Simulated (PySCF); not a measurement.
CH5InS. Atoms are numbered in the order given.

```xyz
8

In    -0.0695    -0.8535     0.0000
H      1.1397    -2.0707     0.0000
H     -1.7892    -0.9643     0.0000
S      0.7520     1.4061     0.0000
C     -0.7837     2.4115     0.0000
H     -0.7915     3.0511     0.8942
H     -0.7915     3.0511    -0.8942
H     -1.6897     1.7889     0.0000
```

Geometry: r2SCAN-D4/def2-SVP. The def2 effective core potentials stand for the cores of In; spin–orbit coupling is left out.

Calculation: PySCF with TDA-ωB97X/def2-SVPD.

Vertical excitations.  State labels are in the subgroup Cs.

Q: List the lowest excited states. (The exact figures need the calculation; the answer reports its results.)

A: 
```tsv
state	symmetry	energy (eV)	λ (nm)	f	main pairs
S1	A'	4.91	252	0.055	HOMO→LUMO 89 %
S2	A"	5.08	244	0.002	HOMO−1→LUMO 96 %
S3	A"	5.63	220	0.036	HOMO→LUMO+2 50 %, HOMO→LUMO+1 38 %
S4	A"	5.77	215	0.000	HOMO−2→LUMO 97 %
S5	A"	6.28	197	0.012	HOMO→LUMO+4 72 %
S6	A"	6.98	178	0.032	HOMO→LUMO+1 34 %, HOMO→LUMO+3 30 %, HOMO→LUMO+2 19 %, HOMO→LUMO+10 7 %
S7	A'	7.06	176	0.579	HOMO−1→LUMO+2 55 %, HOMO−1→LUMO+1 25 %
S8	A'	7.21	172	0.008	HOMO−1→LUMO+4 71 %
S9	A"	7.48	166	0.035	HOMO→LUMO+3 51 %, HOMO→LUMO+2 19 %, HOMO→LUMO+10 11 %
S10	A'	7.73	160	0.035	HOMO−1→LUMO+3 53 %, HOMO−1→LUMO+1 30 %
T1	A'	4.28	289	0	HOMO→LUMO 95 %
T2	A"	4.83	257	0	HOMO−1→LUMO 93 %
T3	A"	5.31	233	0	HOMO→LUMO+2 43 %, HOMO→LUMO+1 41 %
T4	A"	5.46	227	0	HOMO−2→LUMO 94 %
```
Triplets are in the Tamm–Dancoff approximation.
